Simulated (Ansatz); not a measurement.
A CCSD(T) single point on `CO[Si](Cl)(OC)[Se]C`.

```yaml
crystal:
  periodic: [false, false, false]
  atoms:
    - {symbol: C, position_ang: [0.022535, 2.026420, -0.491235]}
    - {symbol: O, position_ang: [-0.331929, 1.040871, 0.459791]}
    - {symbol: Si, position_ang: [0.065199, -0.532620, 0.319833]}
    - {symbol: Cl, position_ang: [-0.797034, -1.367151, 1.981446]}
    - {symbol: O, position_ang: [1.663803, -0.802765, 0.306985]}
    - {symbol: C, position_ang: [2.554204, -0.548112, 1.375492]}
    - {symbol: Se, position_ang: [-0.671860, -1.448623, -1.593010]}
    - {symbol: C, position_ang: [-2.556841, -1.002675, -1.293165]}
    - {symbol: H, position_ang: [1.090425, 2.257453, -0.435935]}
    - {symbol: H, position_ang: [-0.211435, 1.699411, -1.509554]}
    - {symbol: H, position_ang: [-0.546132, 2.929078, -0.265162]}
    - {symbol: H, position_ang: [3.559615, -0.802747, 1.039855]}
    - {symbol: H, position_ang: [2.303345, -1.160225, 2.245996]}
    - {symbol: H, position_ang: [2.533519, 0.506196, 1.667232]}
    - {symbol: H, position_ang: [-2.927122, -1.531364, -0.417844]}
    - {symbol: H, position_ang: [-3.092050, -1.334721, -2.180519]}
    - {symbol: H, position_ang: [-2.677241, 0.071173, -1.170004]}
basis:
  gaussian: {orbitals: def2-SVP}
correlation: {method: ccsd_t}
```

```sh
$ ansatz run in.yaml --threads 4 --pin off --events-out ev --progress --plain --backend cuda
```

Log, shortened:

```
Functional definition: HF
1795 factors; integrals over basis functions are off by at most 1.6e-3 eV
mean field evaluation 1: about -92957.2569 eV, gradient 4.1e1 eV
mean field evaluation 2: about -92957.3464 eV, gradient 4.1e1 eV
mean field evaluation 4: about -92961.2196 eV, gradient 4.5e0 eV
mean field evaluation 8: about -92961.2782 eV, gradient 2.3e-1 eV
mean field -92961.27841828 eV, -3416.2639704542 hartree, gradient 9.9e-7 eV, S^2 0.000000; 0 other end points of the search recorded, 0 dependent functions left out
24 core orbitals not correlated: weight in the atoms' cores, before any rotation towards them, 1.000 or more for the frozen orbitals, at most 0.000 for the correlated occupied ones
reference -92961.27841828 eV, -3416.2639704542 hartree; 30, 30 occupied and 129, 129 virtual orbitals, 1795 factors
second order -34.03484614 eV of doubles, -0.00000000 eV of singles
cycle   1  -34.91151197 eV  change   -8.8e-1 eV  update   1.2e-1
cycle   2  -35.74719936 eV  change   -8.4e-1 eV  update   3.5e-2
cycle   3  -35.92099021 eV  change   -1.7e-1 eV  update   1.7e-2
cycle   4  -35.91337103 eV  change    7.6e-3 eV  update   3.5e-3
cycle   5  -35.91365537 eV  change   -2.8e-4 eV  update   1.5e-3
cycle   6  -35.91417614 eV  change   -5.2e-4 eV  update   4.5e-4
cycle   7  -35.91386927 eV  change    3.1e-4 eV  update   1.9e-4
cycle   8  -35.91380525 eV  change    6.4e-5 eV  update   5.6e-5
perturbative correction -0.95044779 eV, -0.0349283122 hartree
Total energy: -92998.14267133 eV, -3417.6187067661 hartree
```

Hardware: 4 threads of an AMD EPYC 7R13 on a shared host and a share of an NVIDIA H100 80 GB. Wall time 19 s, peak host memory 0.81 GiB.

The correlation energy is -36.864 eV, 2.6 % of it from (T); the T1 diagnostic reads 0.0098.
